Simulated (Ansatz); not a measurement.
H₃BF₂O₂SSi (SMILES OB(O)S[SiH](F)F), singlet, geometry from GFN2-xTB, with bond 3-1 at 2.4 times its length; CASSCF(4,6)/STO-3G in Ansatz (a program for electronic structure).

Input for Ansatz:
Ansatz 0.2 input:
```yaml
crystal:
  periodic: [false, false, false]
  atoms:
    - {symbol: Si, position_ang: [-1.39670602, -0.08807988, 0.14204187]}
    - {symbol: F, position_ang: [-2.53600000, 0.25101623, -0.91097725]}
    - {symbol: F, position_ang: [-0.85127806, 3.34384958, 1.83461792]}
    - {symbol: S, position_ang: [0.33446445, -0.72346778, -0.88690296]}
    - {symbol: B, position_ang: [1.73087768, -0.18329609, 0.19909744]}
    - {symbol: O, position_ang: [1.67744805, 0.82239076, 1.08557098]}
    - {symbol: O, position_ang: [2.86147976, -0.87666268, 0.02565022]}
    - {symbol: H, position_ang: [-1.92725650, -0.94951830, 1.16527236]}
    - {symbol: H, position_ang: [0.89630199, 1.36548548, 1.18179363]}
    - {symbol: H, position_ang: [3.61659584, -0.59287131, 0.54279683]}
basis:
  gaussian:
    orbitals: STO-3G
hamiltonian:
  xc: hf
magnetization: {spin_polarized: false}
correlation: {active_space: {window: {electrons: 4, orbitals: 6}}}
```

What the program printed (banner, timings and long lists left out):

```
Functional definition: HF
588 factors; integrals over basis functions are off by at most 5.7e-5 eV
mean field evaluation 1: about -28521.2308 eV, gradient 3.6e1 eV
mean field evaluation 2: about -28521.3505 eV, gradient 3.6e1 eV
mean field evaluation 4: about -28526.2528 eV, gradient 7.9e0 eV
mean field evaluation 8: about -28520.5575 eV, gradient 2.3e1 eV
mean field evaluation 16: about -28530.3416 eV, gradient 2.2e-2 eV
mean field evaluation 32: about -28530.3269 eV, gradient 1.7e-1 eV
mean field -28530.34115560 eV, -1048.4706989086 hartree, gradient 8.6e-7 eV, S^2 0.000000; 5 other end points of the search recorded, 0 dependent functions left out
reference -28530.34115560 eV, -1048.4706989086 hartree; 36, 36 occupied and 10, 10 virtual orbitals, 588 factors
state -28537.64912575 eV, -1048.7392618578 hartree
2 active orbitals were swapped for others, from the solution at -28537.54305254 eV, -1048.7353637395 hartree to that at -28537.64912575 eV, -1048.7392618578 hartree; typed "places" are swapped only where nearly empty or full, and so, without "given_window_search", are "orbital_numbers", "shells" and a window whose orbitals a file names under [Active]
Total energy: -28537.64912575 eV, -1048.7392618578 hartree
```
